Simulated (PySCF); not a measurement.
Cl2GaH3N, charge +1, multiplicity 1. Atoms are numbered in the order given.

```xyz
7

Ga    -0.0004    -0.0348    -0.0094
Cl     1.4010     0.9913    -1.1775
Cl    -1.4043     0.3206     1.5022
N      0.0073    -2.0109    -0.4935
H     -0.5597    -2.1988    -1.3325
H     -0.3790    -2.5940     0.2613
H      0.9552    -2.3534    -0.7023
```
Charge +1, spin multiplicity 1.

Geometry optimised at B3LYP-D3(BJ)/def2-SVP. The spin state was assumed, not searched. The isomer is the one that the SMILES or the coordinates give; other isomers of the formula were not compared.

Method: PBE/pcSseg-1 (PySCF).

GIAO shieldings, no solvent; atoms listed in one row are averaged. δ = σ(ref) − σ: ³⁵Cl against HCl (σ = 936.5 ppm); ¹⁵N against NH3 (σ = 267.0 ppm); ¹H against TMS (σ = 31.49 ppm), references at their B3LYP-D3(BJ)/def2-TZVP geometries, non-relativistic (without spin–orbit terms, shifts of atoms bonded to Cl or Br come out too high).

Task: Estimate the chemical shifts. (The exact figures need the calculation; the answer reports its results.)

Result: 
```
nucleus       atoms  count  δ (ppm)
-------  ----------  -----  -------
³⁵Cl            Cl3      1    185.2
³⁵Cl            Cl2      1    181.8
¹⁵N              N4      1     54.2
¹H       H5, H6, H7      3     3.75
```
